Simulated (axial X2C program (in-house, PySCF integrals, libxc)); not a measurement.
**How long does ScH⁺ take?**

A bond scan computed with an axial X2C code built on PySCF integrals. Basis: Sc dyall-cv3z [10s11p7d5f2g], H dyall-v3z [6s2p1d] (cores contracted in-house).

The run was started with this input:
```json
{
 "zs": [
  21,
  1
 ],
 "q": 1,
 "bas": [
  "dyall-cv3z",
  "dyall-v3z"
 ],
 "levels": [
  "PBE0",
  "HF",
  "BHandHLYP"
 ],
 "cc": true,
 "r0": 1.8,
 "thr": -2.0,
 "nmax": 90,
 "npts": 10,
 "nst": 2,
 "ntry": 6
}
```
```bash
python so2c.py task.json out
```

Keys: zs atomic numbers; q charge; bas basis sets; levels methods; cc coupled cluster on or off; r0 starting distance in Å; thr threshold in hartree for freezing inner shells (an s shell follows its p shell); nmax most natural virtual spinors; npts points on the curve; nst determinants followed; ntry starts of the search. HF also brings MP2.

Hardware: 1 thread of Arm Neoverse V1, with other jobs on the host.

Wall time of one point of each curve, integrals apart:

```csv
Hamiltonian,level,points,seconds a point
spin-free,PBE0,10,0.32
spin-free,HF,10,0.15
spin-free,"CCSD(T) (11 electrons, 90 virtuals)",7,4
spin-free,BHandHLYP,10,0.33
2c,PBE0,10,0.38
2c,HF,10,0.25
2c,"CCSD(T) (11 electrons, 90 virtuals)",7,4.3
2c,BHandHLYP,10,0.4
```

The rest:

Search with its distance optimisation 10 s, atoms 51 s, whole task 140 s. Coupled cluster runs on the points near the minimum only. The program drops outer points, and coupled cluster, when its time limit (not in the input) nears; MP2, further determinants and curves that did not converge are not in the table.
